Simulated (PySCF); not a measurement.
**Spin states and ions at one geometry of [OsO3(H2O)2]2+**

PySCF 2.14.0, RKS BP86, Os def2-SVP with ECP60, O def2-SVP, H def2-SVP; non-relativistic Hamiltonian with scalar-relativistic core potentials where named; density fitting; no spin-orbit coupling; singlets restricted, open shells unrestricted. The geometry is relaxed for charge +2, singlet, vacuum:

```xyz
10

Os    0.0284    0.0000    0.0334
O    -0.7723    0.0000    1.5426
O    -0.9502    0.0000   -1.3767
O     1.7460    0.0000    0.0241
O     0.1031    2.0649   -0.0793
H     0.8375    2.6136    0.3119
H    -0.6728    2.6381   -0.3309
O     0.1031   -2.0649   -0.0793
H    -0.6728   -2.6381   -0.3309
H     0.8375   -2.6136    0.3119
```

Energies count from the relaxed state; an electron taken off or put on is at rest in vacuum. Charges and spins are Mulliken's.

```csv
state,energy (eV),spin squared,charge on Os1 (e),spin on Os1 (e),dipole about the centre of mass (D)
"charge +2, singlet, vacuum",0.00,0.00,1.28,0.00,0.23
"charge +3, doublet, vacuum",23.27,0.76,1.42,-0.09,0.14
"charge +1, doublet, vacuum",-13.82,0.78,1.03,0.38,0.53
```

What does the state charge +2, triplet, vacuum give?

energy (eV) 2.28, spin squared 2.04, charge on Os1 (e) 1.21, spin on Os1 (e) 0.40, dipole about the centre of mass (D) 0.46.

With an electron taken off (doublet) the charges change, summed by element, by Os +0.14 e, O +0.70 e, H +0.17 e. The vertical ionisation energy is 23.27 eV, against −ε(HOMO) = 19.95 eV of the relaxed state. The level lies 3.3 eV too high, as is usual for semilocal functionals and global hybrids, which keep a self-interaction error.

With an electron put on (doublet) the charges change, summed by element, by Os -0.25 e, O -0.58 e, H -0.17 e. The vertical electron affinity is 13.82 eV, against −ε(LUMO) = 17.37 eV of the relaxed state.

Open shells may have lower solutions than those found. Hard to converge, so the more doubtful: charge +2, triplet, vacuum; charge +3, doublet, vacuum; charge +1, doublet, vacuum.
